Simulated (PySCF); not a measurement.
# C₆ coefficients of unlike pairs at UHF

Calculated with PySCF 2.14 from the dipole response of each species, C₆(A,B) = (3/π) ∫ α_A(iu) α_B(iu) du, in atomic units, from isotropic polarisabilities. For ions this is the dispersion term alone; charge-induced terms of lower order in 1/R come first.

```csv
species,configuration,basis,relativity,α (bohr³),C₆ (like pair)
Ne,[Ne] (1S),"x2c-TZVPPall with one added diffuse shell each of s, p, d type (6s4p3d1f)",spin-free X2C,2.310,5.444
Ag²⁺,[Kr] 4d9 (2D),def2-QZVPPD with the def2 core potential (28 electrons) (7s5p4d4f2g),core potential,5.392,27.19
F²⁺,[He] 2s2 2p3 (4S),aug-cc-pVDZ-DK (4s3p2d),spin-free X2C,1.278,1.581
Ir³⁺,[Xe] 4f14 5d6 (5D),def2-TZVPPD with the def2 core potential (60 electrons) (6s5p3d2f1g),core potential,5.951,33.36
```

Question: Estimate C₆ for F²⁺ with Ag²⁺.

Answer: The integral gives 6.549. The combination rule 2 C_A C_B / (C_A α_B/α_A + C_B α_A/α_B) gives 6.556 and the geometric mean 6.557.

No spin-orbit coupling is included.

The other pairs:

```json
{"pair": "Ir³⁺, F²⁺", "C₆": "7.247"}
{"pair": "Ag²⁺, Ne", "C₆": "12.16"}
{"pair": "Ir³⁺, Ag²⁺", "C₆": "30.11"}
{"pair": "F²⁺, Ne", "C₆": "2.932"}
{"pair": "Ir³⁺, Ne", "C₆": "13.47"}
```
